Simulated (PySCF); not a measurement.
Computed IR spectrum (relative IR intensity) of a molecule C₅H₇N. Coordinates come from a PBE-D3(BJ)/def2-SVP optimisation. The values are those of a single conformer. These are PySCF 2.14.0 with PBE-D3(BJ)/def2-SVP values and carry that method's errors. Harmonic, unscaled wavenumbers; measured fundamentals usually lie a few per cent lower.

ν (cm⁻¹): 126 (w), 231 (w), 376 (m), 568 (s), 621 (w), 735 (m), 828 (s), 860 (m), 923 (m), 925 (s), 941 (m), 964 (vs), 997 (m), 1012 (w), 1171 (vw), 1249 (w), 1317 (vs), 1349 (w), 1401 (m), 1409 (s), 1539 (vs), 1651 (w), 2958 (w), 2964 (vs), 2992 (w), 3034 (m), 3073 (vs), 3076 (m), 3153 (w) (against the strongest line: vs over 80 %, s over 45 %, m over 15 %, w over 4 %, vw less)

Task: Identify the compound among the candidates.
A. CC1=CCN=C1
B. C#CC/N=C/C
C. C=C/C=N/C=C
D. C=C1C=NCC1

Result: A, CC1=CCN=C1
